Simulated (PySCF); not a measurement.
# Vertical excitation energies

Species: C₅H₉FOSi.
InChI=1S/C5H9FOSi/c6-4-7-5-2-1-3-8-5/h2H,1,3-4,8H2

Computed with TDDFT PBE0/def2-SVPD, vertical, gas phase, core orbitals frozen in the response in PySCF 2.14.0, density-fitted response routines. The structure is a single GFN2-xTB conformer in the gas phase; no vibrational or solvent corrections.

```
state  E (eV)  λ (nm)  ν̃ (cm⁻¹)       f  main configurations (H = HOMO, L = LUMO)
   S1    6.07   204.2      48960  0.0024                               H→L+1 (93%)
   S2    6.17   200.9      49790   0.015                    H→L+2 (78%), H→L (20%)
   S3    6.41   193.5      51690   0.147                    H→L (72%), H→L+2 (18%)
   S4    6.83   181.5      55090   0.013                               H→L+3 (96%)
   S5    7.01   176.9      56510  0.0019                   H→L+4 (84%), H→L+5 (8%)
   S6    7.17   172.9      57830  0.0068                               H-1→L (90%)
   S7    7.36   168.4      59370   0.012                   H→L+5 (86%), H→L+4 (9%)
   S8    7.65   162.1      61680   0.047                   H→L+6 (81%), H→L+7 (9%)
```

Triplets (Tamm–Dancoff): T1 4.19 eV, H→L (91%); T2 5.96 eV, H→L+1 (91%); T3 6.09 eV, H→L+2 (92%).

The lowest singlet lies at 6.07 eV (204 nm, ultraviolet) and is very weak; its leading configuration is HOMO→LUMO+1 (93%). The most intense listed level is S3 at 6.41 eV (193 nm, f = 0.147), 0.34 eV above S1. Löwdin shares by element: HOMO carbon 60% or more, oxygen 22% (atoms not listed hold the other 19%); LUMO carbon 56% or more, silicon 12%, oxygen 7% (atoms not listed hold the other 24%). The listed states span 1.58 eV, and the widest gap between neighbours is 0.42 eV (S3 to S4). Of the 8 states listed, 5 reach f = 0.01 and none stays under 0.0005. The oscillator strengths of these states sum to 0.245; summed over the whole spectrum of an exact calculation they would give the number of electrons, 70 (Thomas–Reiche–Kuhn). The window holds the lowest 8 singlets.

Time: 99 s; peak memory 0.97 GiB. Hardware: one thread, Arm Neoverse N1 (aarch64), no GPU, shared host with 64 logical CPUs at a one-minute load of 63.
